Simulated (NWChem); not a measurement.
System: Si₂H₄F₂; SMILES F[SiH2][SiH2]F

The following NWChem deck was run.

```
start job
memory heap 200 mb stack 900 mb global 1100 mb
geometry units angstroms noautoz
  Si    -1.137423     0.303396     0.364232
  F     -1.906965    -0.416438    -0.899072
  Si     1.137423    -0.303396     0.364232
  F      1.906965     0.416438    -0.899072
  H     -1.310129     1.792148     0.244565
  H     -1.774664    -0.171035     1.643872
  H      1.310129    -1.792148     0.244565
  H      1.774664     0.171035     1.643872
end
basis spherical
  * library def2-svp
end
dft
  xc xpbe96 cpbe96
  iterations 150
  mulliken
end
task dft energy
```

Output (shortened):

```
             Northwest Computational Chemistry Package (NWChem) 7.3.0
             --------------------------------------------------------

 C2  symmetry detected

                             Geometry "geometry" -> ""
                             -------------------------

 Output coordinates in angstroms (scale by  1.889725989 to convert to a.u.)

  No.       Tag          Charge          X              Y              Z
 ---- ---------------- ---------- -------------- -------------- --------------
    1 Si                  14.0000    -1.12668335     0.34112291     0.40839052
    2 F                    9.0000    -1.91978073    -0.35267276    -0.85491348
    3 Si                  14.0000     1.12668335    -0.34112291     0.40839052
    4 F                    9.0000     1.91978073     0.35267276    -0.85491348
    5 H                    1.0000    -1.24969295     1.83480243     0.28872352
    6 H                    1.0000    -1.77937712    -0.11181384     1.68803052
    7 H                    1.0000     1.24969295    -1.83480243     0.28872352
    8 H                    1.0000     1.77937712     0.11181384     1.68803052

 Effective nuclear repulsion energy (a.u.)     218.5969013114

      Symmetry information
      --------------------

 Group name             C2
 Group number              4
 Group order               2
 No. of unique centers     4

  pbe96 is a nonlocal functional; adding pw91lda local functional.

                                 NWChem DFT Module
                                 -----------------

 Summary of "ao basis" -> "ao basis" (spherical)
 ------------------------------------------------------------------------------
       Tag                 Description            Shells   Functions and Types
 ---------------- ------------------------------  ------  ---------------------
 Si                         def2-svp                 8       18   4s3p1d
 F                          def2-svp                 6       14   3s2p1d
 H                          def2-svp                 3        5   2s1p

      Symmetry analysis of basis
      --------------------------

        a          42
        b          42

            General Information
            -------------------
          SCF calculation type: DFT
          Wavefunction type:  closed shell.
          No. of atoms     :     8
          No. of electrons :    50
           Alpha electrons :    25
            Beta electrons :    25
          Charge           :     0
          Spin multiplicity:     1
          Use of symmetry is: on ; symmetry adaption is: on
          Maximum number of iterations: 150
          AO basis - number of functions:    84
                     number of shells:    40
          Convergence on energy requested:  1.00D-06
          Convergence on density requested:  1.00D-05
          Convergence on gradient requested:  5.00D-04

              XC Information
              --------------
          PerdewBurkeErnzerhof Exchange Functional  1.000
            Perdew 1991 LDA Correlation Functional  1.000 local
           PerdewBurkeErnz. Correlation Functional  1.000 non-local

             Grid Information
             ----------------
          Grid used for XC integration:  medium
          Radial quadrature: Mura-Knowles
          Angular quadrature: Lebedev.
          Tag              B.-S. Rad. Rad. Pts. Rad. Cut. Ang. Pts.
          ---              ---------- --------- --------- ---------
          Si                  1.10       88          10.0       590
          F                   0.50       49          11.0       434
          H                   0.35       45          11.0       434
          Grid pruning is: on
          Number of quadrature shells:   227
          Spatial weights used:  Erf1

      Superposition of Atomic Density Guess
      -------------------------------------

 Sum of atomic energies:        -778.05922744

      Non-variational initial energy
      ------------------------------

 Total energy =    -778.722894
 1-e energy   =   -1516.623862
 2-e energy   =     519.304067
 HOMO         =      -0.308862
 LUMO         =       0.014669

      Symmetry analysis of molecular orbitals - initial
      -------------------------------------------------

  Numbering of irreducible representations:

     1 a           2 b

  Orbital symmetries:

     1 b           2 a           3 b           4 a           5 a
     6 b           7 a           8 b           9 b          10 a
    11 a          12 b          13 a          14 b          15 a
    16 b          17 a          18 b          19 a          20 b
    21 a          22 b          23 b          24 a          25 a
    26 a          27 b          28 b          29 a          30 b
    31 b          32 a          33 a          34 b          35 a

     ---------------------------------------------
      Total Density - Mulliken Population Analysis
     ---------------------------------------------

    Atom       Charge   Shell Charges
 -----------   ------   -------------------------------------------------------
    1 Si  14    13.23   2.00  1.99  0.98  0.28  5.93  0.98  0.90  0.16
    2 F    9     9.60   1.99  1.15  0.79  3.52  2.15  0.00
    3 Si  14    13.23   2.00  1.99  0.98  0.28  5.93  0.98  0.90  0.16
    4 F    9     9.60   1.99  1.15  0.79  3.52  2.15  0.00
    5 H    1     1.09   0.69  0.39  0.01
    6 H    1     1.09   0.69  0.39  0.01
    7 H    1     1.09   0.69  0.39  0.01
    8 H    1     1.09   0.69  0.39  0.01

[...]
```

Level: PBE/def2-SVP. The geometry was optimised at PBE-D3(BJ)/def2-SVP.
